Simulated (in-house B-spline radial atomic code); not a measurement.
Spin-orbit splittings of orbital energies (j = l + 1/2 less j = l - 1/2) and ratios of mean radii (lower j over upper j) along the 5-electron series, configuration [He] 2s2 2p1. Computed with an all-electron radial atomic-structure program (B-spline basis): Dirac-Hartree-Fock, average of the configuration, finite nuclei.

| ion | Z | splitting of 2p (eV) | radius ratio of 2p |
| --- | --- | --- | --- |
| Cu24+ | 29 | 24.925 | 0.98585 |
| Zn25+ | 30 | 28.879 | 0.9848 |
| Ga26+ | 31 | 33.292 | 0.98371 |
| Ge27+ | 32 | 38.199 | 0.98258 |
| As28+ | 33 | 43.639 | 0.98141 |
| Se29+ | 34 | ? | ? |
| Br30+ | 35 | 56.274 | 0.97895 |
| Kr31+ | 36 | ? | ? |
| Rb32+ | 37 | ? | ? |
| Sr33+ | 38 | 80.252 | 0.97496 |
| Zr35+ | 40 | 100.13 | 0.97209 |
| Nb36+ | 41 | 111.38 | 0.9706 |
| Mo37+ | 42 | 123.58 | 0.96906 |
| Tc38+ | 43 | 136.79 | 0.96748 |

(1) Fill in the row of Se29+.

(2) Fill in the row of Kr31+.

(3) Fill in the row of Rb32+.

(4) With what power of Z does the column «splitting of 2p (eV)» change over this range?

Answers

(1) splitting of 2p (eV): 49.651; radius ratio of 2p: 0.9802.

(2) splitting of 2p (eV): 63.553; radius ratio of 2p: 0.97766.

(3) splitting of 2p (eV): 71.53; radius ratio of 2p: 0.97633.

(4) A fit of the logarithm of its size against log Z from Z = 29 to 43 has slope 4.32. An unscreened hydrogenic electron would give 4 at low Z; screening makes the apparent power larger near the neutral end, and relativity raises it again at high Z.
